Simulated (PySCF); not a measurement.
LaB: frontier orbitals

r²SCAN at R = 2.340 Å; basis La x2c-SVPall, B x2c-SVPall; spin-free X2C with a Gaussian nucleus; PySCF 2.14. State: quintet, about 0.1 electrons in the 4f shell (Mulliken). Only the outer orbitals are listed, counted within each symmetry.

```tsv
spin	orbital	occ.	ε (eV)	on La (%)	main shells (%)
α	12σ	1	-22.64	96	96 La p
α	6π	1	-22.55	100	100 La p
α	6π	1	-22.55	100	100 La p
α	13σ	1	-9.35	16	84 B s, 9 La d
α	7π	1	-4.55	49	50 B p, 47 La d
α	7π	1	-4.55	49	50 B p, 47 La d
α	14σ	1	-4.30	40	53 B p, 29 La d
α	15σ	1	-3.64	98	71 La s, 21 La d
α	3δ	0	-2.87	100	100 La d
α	3δ	0	-2.87	100	100 La d
α	8π	0	-1.89	84	51 La p, 31 La d, 16 B p
β	6π	1	-22.04	100	100 La p
β	6π	1	-22.04	100	100 La p
β	12σ	1	-21.59	99	99 La p
β	13σ	1	-6.81	21	77 B s, 14 La d
β	7π	0	-2.37	59	57 La d, 41 B p
β	7π	0	-2.37	59	57 La d, 41 B p
β	14σ	0	-1.88	62	52 La d, 21 B p, 16 B s
```

Which are the highest filled and the lowest empty level, where do they sit, and how wide is the gap?

Highest filled α 15σ at -3.64 eV (in %: 71 La s, 21 La d); lowest empty α 3δ at -2.87 eV (in %: 100 La d); the gap at r²SCAN is 0.77 eV.

```
bond order (Mayer)                              : 1.92
⟨S²⟩                                            : 6.004
charge on La (Mulliken, basis-dependent)        : 0.31
charge on La (Löwdin, basis-dependent)          : 0.13
dipole moment (positive dipole means La(−)B(+)) : -3.92 D
```

Spin–orbit coupling is left out. With d or f electrons several states lie close, and the lowest PBE0 determinant need not be the measured ground state.
